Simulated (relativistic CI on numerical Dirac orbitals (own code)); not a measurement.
Judd-Ofelt analysis for Er³⁺

Method of calculation: Dirac-Coulomb-Breit CI, orbitals from a KLI potential per configuration, model QED, valence Slater integrals scaled by 0.85 (own radial code, finite nucleus).

Configuration 4f¹¹ alone, in intermediate coupling. Take Ω₂ = 5.97, Ω₄ = 4.07, Ω₆ = 0.91 (10⁻²⁰ cm²) and refractive index n = 1.88 as given. A_ED = 64π⁴e²ν³ n(n² + 2)²/[27h(2J + 1)] Σ Ω_λ |U^λ|², in Gaussian units with ν in cm⁻¹, and A_MD is n³ times the free-ion magnetic-dipole rate; a dash marks a rate that is forbidden or under 2 % of the level's free-ion decay.

Emitting level ⁴F°9/2 at 16238 cm⁻¹ (radiative decay alone: multiphonon quenching in a host is left out, and the level can lie too high or too low):

```
     To  ν (cm⁻¹)  U² squared  U⁴ squared  U⁶ squared  Free-ion A(M1) (s⁻¹)
⁴I°15/2     16238      0.0000      0.5735      0.4224                     -
⁴I°13/2      9806      0.0097      0.1484      0.1120                     -
⁴I°11/2      6220      0.0657      0.0058      1.1791                  2.09
 ⁴I°9/2      3935      0.0824      0.0073      0.0003                  1.21
```

Task: Give the rates, branching ratios and the radiative lifetime.

Result: The rates are:

```csv
To,λ (nm),A_ED (s⁻¹),A_MD (s⁻¹),β (%)
⁴I°15/2,616,5390,0,91.0
⁴I°13/2,1020,333,0,5.6
⁴I°11/2,1608,166,13.9,3.0
⁴I°9/2,2541,14.7,8.06,0.4
```

τ_rad = 1.69e-04 s. Computed level positions enter as ν³, so measured ones would change the rates. For the strongest line (616 nm) and an assumed effective width Δλ = 11 nm (300 cm⁻¹), the Füchtbauer-Ladenburg formula σ = λ⁴A/(8πcn²Δλ) gives a peak emission cross-section of 2.6 × 10⁻²⁰ cm².
